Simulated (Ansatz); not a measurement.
`[SiH3][BH][AlH][SiH3]` + `OBN[SiH3]` → `OBN([SiH3])[SiH3]` + `[BH2][AlH][SiH3]`  (cleavage of the Si–B bond)

Program: Ansatz. Geometries: PBE0-D4/def2-TZVP. ΔE: electronic, gas phase. CCSD(T)/CBS is the MP2 limit (def2-TZVPP, def2-QZVPP) plus CCSD(T) − MP2 in def2-TZVPP, frozen cores. Functionals use def2-TZVPP. B3LYP here is the variant with VWN-RPA as its local correlation; programs differ in this. Each species was taken in one conformer, which may not be the lowest.

`[SiH3][BH][AlH][SiH3]`:

```xyz
12

Si    1.515    1.799    0.914
B     0.778    1.014   -0.780
Al    0.236   -1.003   -0.977
Si   -1.960   -1.767   -0.158
H     2.109    0.807    1.853
H     2.515    2.881    0.694
H     0.325    2.397    1.597
H     0.563    1.815   -1.649
H     1.243   -2.085   -1.575
H    -2.839   -0.648    0.284
H    -1.787   -2.683    1.008
H    -2.696   -2.527   -1.210
```

`OBN[SiH3]`:

Z-matrix (Å, degrees):
```
Si
N 1 1.742
H 1 1.487 2 106.6
H 1 1.485 2 111.7 3 -119.1
H 1 1.485 2 111.6 3 119.1
B 2 1.410 1 125.7 3 -179.6
H 2 1.007 1 117.3 3 0.4
O 6 1.369 2 117.2 1 -0.0
H 6 1.201 2 121.4 1 179.9
H 8 0.957 6 113.4 2 180.0
```

`OBN([SiH3])[SiH3]`:

Cartesian coordinates in Å:
```
O 0.468 -1.594 1.639
B -0.299 -0.511 1.309
N -0.087 0.076 0.033
Si -0.999 1.457 -0.508
Si 1.132 -0.616 -1.020
H 0.281 -1.947 2.509
H -1.119 -0.082 2.073
H -0.092 2.599 -0.800
H -1.957 1.842 0.558
H -1.742 1.135 -1.755
H 2.482 -0.546 -0.409
H 1.118 0.208 -2.259
H 0.813 -2.021 -1.372
```

`[BH2][AlH][SiH3]`:

Z-matrix (Å, degrees):
```
Si
Al 1 2.466
H 1 1.493 2 109.9
H 1 1.491 2 113.3 3 -119.7
H 1 1.492 2 111.9 3 118.8
B 2 2.109 1 120.7 3 107.7
H 2 1.595 1 117.5 3 -71.3
H 6 1.200 2 122.8 1 90.1
H 6 1.200 2 122.6 1 -87.7
```

CCSD(T)/CBS gives -52.5 kJ/mol.

Another level gave -60.8 kJ/mol. Which?
A. B2PLYP/def2-TZVPP
B. B3LYP/def2-TZVPP
C. HF/def2-TZVPP
D. PBE0/def2-TZVPP

C. HF/def2-TZVPP -60.8, B3LYP -42.4, B2PLYP -50.8, PBE0 -35.5 kJ/mol.

Largest T1 diagnostic among the species: 0.014.

The D4 term adds −6.4 kJ/mol with B3LYP and −3.3 kJ/mol with PBE0; it sums over pairs of atoms, weighted by their polarisabilities, and B3LYP, whose exchange is more repulsive, gets the larger term. From PBE to PBE0 (25 % exact exchange), in def2-TZVPP and without D4, ΔE moves by −7.9 kJ/mol.
